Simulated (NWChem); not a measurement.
System: C₂H₅BO₃; SMILES C(B(C=O)O)O

Input file for NWChem:

```
start job
memory heap 200 mb stack 900 mb global 1100 mb
geometry units angstroms noautosym nocenter noautoz
  O      0.703847     2.200526     0.064529
  C      0.865307     0.986029     0.129021
  B     -0.457199     0.055216     0.008170
  O     -1.592598     0.765217    -0.145224
  C     -0.454970    -1.519210     0.097433
  O      0.848830    -2.105784    -0.074492
  H      1.888394     0.581424     0.273150
  H     -1.343534     1.715494    -0.143074
  H     -0.769818    -1.805649     1.112111
  H     -1.200262    -1.980700    -0.571248
  H      1.083031    -2.031102    -1.011543
end
basis spherical
  O library 6-31g*
  C library 6-31g*
  B library 6-31g*
  H library 6-31g*
end
dft
  xc hfexch
  iterations 150
end
property
  shielding
end
task dft property
```

The geometry was optimised at B3LYP/6-31G* (spherical d).

GIAO values for the isolated, static molecule; σ is the absolute isotropic shielding, δ = σ(reference) − σ with the isolated reference molecule computed at the same levels (13C: tetramethylsilane, 1H: tetramethylsilane, 17O: water).

Atoms are numbered as in the input.

Task: Predict the main results of this run. (Hartree-Fock/6-31G* (spherical d), GIAO.) Quantities: δ O1 (ppm); δ O4 (ppm); δ C5 (ppm); δ O6 (ppm); δ H7 (ppm); δ H9 (ppm); δ H11 (ppm).

Result: 
| Quantity | Value |
|---|---|
| δ O1 (ppm) | 798.3 |
| δ O4 (ppm) | 113.1 |
| δ C5 (ppm) | 50.1 |
| δ O6 (ppm) | -25.7 |
| δ H7 (ppm) | 11.49 |
| δ H9 (ppm) | 3.58 |
| δ H11 (ppm) | 0.20 |
